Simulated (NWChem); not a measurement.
System: CdSiH3F; SMILES [F][Cd][SiH3]

NWChem input:

```
start job
memory heap 200 mb stack 900 mb global 1100 mb
geometry units angstroms noautosym nocenter noautoz
  Cd    -0.557483     0.351405     0.000000
  F     -0.653092     2.293046     0.000000
  Si    -0.435752    -2.112257     0.000000
  H     -1.108446    -2.670432    -1.212893
  H     -1.108446    -2.670432     1.212893
  H      0.989014    -2.565730     0.000000
end
basis spherical
  * library def2-svpd
end
ecp
  Cd library def2-ecp
end
dft
  xc xpbe96 cpbe96
  iterations 150
end
tddft
  cis
  nroots 6
  notriplet
end
task tddft energy
```

Structure relaxed at the PBE0/def2-SVP level. No frequency run checked for a minimum. def2 effective core potentials on Cd; no spin-orbit coupling.

Vertical excitations in the gas phase.

What results follow from this input? (PBE/def2-SVPD with def2 effective core potentials on Cd, TDA.) Quantities: lowest excitation, singlet (eV); oscillator strength of that lowest state; orbital gap (eV).


```json
{
  "lowest excitation, singlet (eV)": "5.86",
  "oscillator_strength_of_that_lowest_state": "0.002",
  "orbital gap (eV)": "5.41"
}
```
